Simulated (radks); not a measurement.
Problem. The titanium ion Ti+ is in [Ar] 3d(3/2: 3, 5/2: 0). Calculated with a radial shooting solver on a logarithmic mesh with Libxc functionals: Dirac Kohn-Sham, relativistic LDA (MacDonald-Vosko exchange, VWN5 correlation), spin-unpolarised, spherical densities, finite nucleus; Fermi nuclear charge, rms radius of each element as measured or else 0.836 A^(1/3) + 0.57 fm. Sub-shells are occupied by j as written (lower j first in brackets). One electron is removed from 3p3/2, 3p1/2, 3s1/2, 3d3/2 in turn, with full relaxation. Which removal costs least, and what does each cost?

Solution. 3d3/2 13.799 eV; 3p3/2 48.501 eV; 3p1/2 49.176 eV; 3s1/2 72.227 eV. The 3d3/2 electron leaves first.
